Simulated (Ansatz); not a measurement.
BODIPY, `CC1=CC(C)=[N+]2C1=Cc1c(C)cc(C)n1[B-]2(F)F`. The state is a triplet with charge 0. Geometry PBE-D4/def2-SVP, that of the neutral singlet; atoms count from 1.

Cartesian coordinates in Å:
```
C 0.390 2.110 3.377
C -0.303 1.002 2.649
C -1.331 0.173 3.113
C -1.689 -0.718 2.062
C -2.728 -1.785 2.060
N -0.911 -0.462 0.981
C -0.046 0.585 1.300
C 0.873 1.060 0.360
C 0.958 0.514 -0.924
C 1.812 0.850 -2.027
C 2.854 1.922 -2.039
C 1.456 -0.023 -3.062
C 0.411 -0.866 -2.589
C -0.305 -1.955 -3.311
N 0.120 -0.534 -1.307
B -0.962 -1.210 -0.396
F -2.230 -1.064 -0.972
F -0.655 -2.564 -0.216
H 1.493 2.049 3.271
H 0.083 3.106 2.992
H 0.153 2.086 4.458
H -1.792 0.191 4.108
H -2.278 -2.761 1.787
H -3.496 -1.575 1.287
H -3.216 -1.866 3.048
H 1.545 1.885 0.636
H 3.399 1.937 -3.002
H 2.409 2.929 -1.891
H 3.602 1.779 -1.231
H 1.894 -0.067 -4.066
H 0.099 -2.087 -4.331
H -0.219 -2.909 -2.752
H -1.390 -1.732 -3.370
```

Single mean-field runs in def2-TZVP are fitted with def2-universal-jkfit. At PBE0-D4/def2-TZVP a singlet of charge 0 lies 1.46 eV below the triplet at the same geometry.

Estimate the Mulliken populations of the heavy atoms from the PBE0/def2-TZVP orbitals of Ansatz.


```csv
atom,charge (e),spin (α − β)
C1,-0.42,-0.02
C2,0.02,0.22
C3,-0.21,-0.01
C4,0.09,0.41
C5,-0.41,-0.03
N6,0.07,-0.05
C7,0.25,0.24
C8,-0.54,0.36
C9,0.24,0.24
C10,0.03,0.22
C11,-0.42,-0.02
C12,-0.21,-0.02
C13,0.09,0.41
C14,-0.41,-0.03
N15,0.07,-0.04
B16,0.25,0.00
F17,-0.32,0.00
F18,-0.32,0.00
```
Mulliken values depend strongly on the basis.

Where does the spin sit?

Summed by element: C 1.94, N -0.09, B 0.00, F 0.00, H 0.14, of 2 unpaired in all. Largest on single atoms: C13 0.41, C4 0.41, C8 0.36.

And the Mayer bond orders between heavy atoms (over 0.3)?

C1–C2 0.94 (1.50 Å); C2–C3 1.48 (1.40 Å); C2–C7 1.19 (1.44 Å); C3–C4 1.31 (1.42 Å); C4–C5 1.00 (1.49 Å); C4–N6 1.24 (1.36 Å); N6–C7 1.20 (1.40 Å); N6–B16 0.86 (1.57 Å); C7–C8 1.25 (1.40 Å); C8–C9 1.27 (1.40 Å); C9–C10 1.18 (1.44 Å); C9–N15 1.20 (1.40 Å); C10–C11 0.94 (1.50 Å); C10–C12 1.49 (1.40 Å); C12–C13 1.31 (1.42 Å); C13–C14 1.00 (1.49 Å); C13–N15 1.24 (1.36 Å); N15–B16 0.86 (1.57 Å); B16–F17 1.08 (1.40 Å); B16–F18 1.08 (1.40 Å).
